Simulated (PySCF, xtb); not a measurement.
C₃H₇NOSi, SMILES C[C@@H]1[SiH2]N=CO1.

GFN2-xTB (xtb) at its own geometry gives an orbital gap of 3.90 eV and a dipole moment of 1.82 D.

Geometry optimised at B3LYP-D3(BJ)/def2-SVP. The structure was generated by enumeration; whether it is a known compound was not checked. One conformer was computed; it need not be the lowest.

Problem. What does PySCF with PBE0/def2-TZVP give? (The exact figures need the calculation; the answer reports its results.)

Solution. gap 7.61 eV (levels -7.66 and -0.05 eV), dipole 2.05 D.
